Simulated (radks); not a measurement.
Results of a calculation; reference values are marked as such.
Q: The mean radii <r> (bohr) of the occupied orbitals of an atom or ion are listed with their occupations. Level of theory: non-relativistic Kohn-Sham, Slater X-alpha with alpha = 0.741, spin-polarised, spherical densities, point nucleus (a radial shooting solver on a logarithmic mesh with Libxc functionals).

orbital  occ.      <r>
1s up       1  0.05918
1s down     1  0.05918
2s up       1   0.2703
2s down     1   0.2698
2p up       3   0.2366
2p down     3   0.2361
3s up       1   0.8181
3s down     1   0.8216
3p up       3   0.8566
3p down     3   0.8627
3d up       5    1.044
3d down     1    1.097

Name the element and its charge. Open shells, if any, are filled with parallel spins first.

A: Z = 26, iron, charge +2: Fe2+ in [Ar] 3d6. The 1s radius gives Z: for a bare nucleus <r> = 1.5/Z, 0.05769 bohr for Z = 26, and screening makes it slightly larger (0.05918 here). The occupations add up to 24, and the charge is Z minus that.
